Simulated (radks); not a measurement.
Species: neutral calcium. Configuration: [Ar] 3d1 4s0.5 4p0.5 (fractional occupations, a model configuration). Method: scalar-relativistic Kohn-Sham, r2SCAN, spin-polarised, spherical densities, finite nucleus; open shells are filled with parallel spins first; meta-GGA in the generalised Kohn-Sham scheme; Fermi nuclear charge, rms radius 3.4776 fm; computed with a radial shooting solver on a logarithmic mesh with Libxc functionals. Some entries of the table are withheld. Estimate them.

orbital  occ.  eigenvalue (hartree)  <r> (bohr)
1s up       1             -145.7363     0.07685
1s down     1             -145.7362     0.07685
2s up       1             -15.39351      0.3631
2s down     1             -15.38897      0.3630
2p up       3                   (1)      0.3273
2p down     3                   (2)      0.3272
3s up       1              -1.73555       1.166
3s down     1              -1.71417       1.166
3p up       3              -1.00817         (3)
3p down     3              -0.98488         (4)
4s up     0.5              -0.14717       4.264
4p up     0.5                   (5)       5.532
3d up       1              -0.04321       3.198

Answer. 
(1) 2p up eigenvalue (hartree): -12.38177
(2) 2p down eigenvalue (hartree): -12.37806
(3) 3p up <r> (bohr): 1.289
(4) 3p down <r> (bohr): 1.283
(5) 4p up eigenvalue (hartree): -0.06303
